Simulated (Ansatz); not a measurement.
Reaction (ligand exchange at the Sn–S bond): `C[S][Sn][SH]` + H–F → `[F][Sn][SH]` + CH₃SH

Isolated molecules relaxed with PBE0-D4/def2-TZVP in Ansatz; ΔE leaves out vibrations. CCSD(T)/CBS is the MP2 limit (def2-TZVPP, def2-QZVPP) plus CCSD(T) − MP2 in def2-TZVPP, frozen cores. This one scheme is used for every species. Functionals use def2-TZVPP. Elements past krypton have def2 core potentials. For Sn outer-core shells are correlated without core-valence functions, which leaves a few kJ/mol of doubt a bond. Each species was taken in one conformer, which may not be the lowest.

`C[S][Sn][SH]`:

Z-matrix (Å, degrees):
```
C
S 1 1.812
H 1 1.090 2 111.0
H 1 1.090 2 107.1 3 119.0
H 1 1.090 2 111.0 3 -121.9
Sn 2 2.415 1 107.7 3 60.9
S 6 2.438 2 95.5 1 0.0
H 7 1.344 6 92.6 2 -180.0
```

H–F:

Z-matrix (Å, degrees):
```
F
H 1 0.920
```

`[F][Sn][SH]`:

Cartesian coordinates in Å:
```
F 0.321 -1.144 -1.256
Sn -0.156 0.744 -1.222
S -0.246 0.852 1.200
H 0.080 -0.451 1.278
```

CH₃SH:

Cartesian coordinates in Å:
```
C -0.350 0.109 0.327
S 1.261 0.287 -0.470
H -1.164 0.310 -0.368
H -0.380 0.856 1.120
H -0.469 -0.877 0.774
H 1.102 -0.684 -1.382
```

CCSD(T)/CBS gives +4.7 kJ/mol.

**Question.** Another level gave -9.2 kJ/mol. Which?
A. MP2/def2-TZVPP
B. PBE0/def2-TZVPP
C. ωB97M-V/def2-TZVPP
D. HF/def2-TZVPP

**Answer.** C. ωB97M-V -9.2, PBE0 -2.5, HF/def2-TZVPP -21.2, MP2/def2-TZVPP 12.7 kJ/mol.

Largest T1 diagnostic among the species: 0.016.

From PBE to PBE0 (25 % exact exchange), in def2-TZVPP and without D4, ΔE moves by +5.5 kJ/mol. The D4 term adds +15.6 kJ/mol with B3LYP and +8.4 kJ/mol with PBE0; it sums over pairs of atoms, weighted by their polarisabilities, and B3LYP, whose exchange is more repulsive, gets the larger term. In def2-TZVPP, CCSD(T) changes the Hartree–Fock value by +24.7 kJ/mol (the triples alone add +5.3 kJ/mol) and MP2 by +33.9 kJ/mol.

B3LYP here is the variant with VWN-RPA as its local correlation; programs differ in this.
